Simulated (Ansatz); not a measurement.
Ansatz (an electronic-structure program) job for B(Cl)2(Et) (C₂H₅BCl₂), SMILES CCB(Cl)Cl, PBE/def2-SVPD. Geometry optimised at PBE0-D3(BJ)/def2-SVP. One conformer was computed; it need not be the lowest.

Ansatz 0.2 input:
```yaml
crystal:
  periodic: [false, false, false]
  atoms:
    - {symbol: B, position_ang: [0.11135665, 0.17855366, 0.00000000]}
    - {symbol: Cl, position_ang: [-1.61493118, -0.13274185, -0.00000000]}
    - {symbol: Cl, position_ang: [0.63631930, 1.85560357, -0.00000000]}
    - {symbol: C, position_ang: [1.16617958, -0.97305437, -0.00000000]}
    - {symbol: C, position_ang: [0.64990313, -2.40461535, -0.00000000]}
    - {symbol: H, position_ang: [1.82687867, -0.78574439, -0.86800091]}
    - {symbol: H, position_ang: [1.82687868, -0.78574438, 0.86800091]}
    - {symbol: H, position_ang: [0.02661423, -2.60646662, 0.88413889]}
    - {symbol: H, position_ang: [0.02661422, -2.60646663, -0.88413888]}
    - {symbol: H, position_ang: [1.47613652, -3.13097713, -0.00000000]}
basis:
  gaussian:
    orbitals: def2-SVPD
hamiltonian:
  xc: {name: PBE}
```

It prints:

```
WARN ansatz: RAYON_NUM_THREADS=1 ignored (pool sized by the plan → 1); use --threads N
Functional definition: PBE
integrals: 0.10 GiB planned
1369 factors; their error is unknown
mean field: 0.60 GiB planned
mean field evaluation 1: about -27846.6806 eV, gradient 6.1e1 eV
mean field evaluation 2: about -27827.7678 eV, gradient 1.0e2 eV
mean field evaluation 4: about -27855.8907 eV, gradient 7.5e0 eV
mean field evaluation 8: about -27855.9804 eV, gradient 2.3e-1 eV
mean field evaluation 16: about -27855.9805 eV, gradient 2.4e-5 eV
mean field -27855.98050048 eV, -1023.6884019309 hartree, gradient 2.4e-5 eV, S^2 0.000000; 0 other end points of the search recorded, 0 dependent functions left out
reference -27855.98055310 eV, -1023.6884038648 hartree; 28, 28 occupied and 126, 126 virtual orbitals, 1369 factors
Total energy: -27855.98055310 eV, -1023.6884038648 hartree
```

The run converged.

Cost: about 2.4 core-seconds (a rough figure).
